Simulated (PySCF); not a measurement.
Isomers of C6H18GeN2, from PySCF 2.14.0, PBE0-D3(BJ)/def2-SVP geometry optimisation, gas phase. One conformer each, no zero-point energy, no frequencies.

Task: Which is lower in electronic energy at this level?
A. Ge(NMeEt)2H2, `CC[N](C)[GeH2][N](C)CC`: A = 2571, B = 613.9, C = 563.5 MHz, dipole 0.17 D
B. GeH2(NHiPr)2, `[H][Ge]([H])([NH]C(C)C)[NH]C(C)C`: A = 2982, B = 522.9, C = 500.6 MHz, dipole 0.39 D

Result: B. That is GeH2(NHiPr)2 (`CC(C)[NH][GeH2][NH]C(C)C`), 11.9 kcal/mol below the other.

| SMILES | mapped SMILES | E (Eh) | relative (kcal/mol) | relative (kJ/mol) | dipole (D) |
| --- | --- | --- | --- | --- | --- |
| [H][Ge]([H])([NH]C(C)C)[NH]C(C)C | – | -2424.82282 | 0.0 | 0.0 | 0.39 |
| [H][Ge]([H])([N](C)CC)[N](C)CC | – | -2424.80384 | 11.9 | 49.8 | 0.17 |
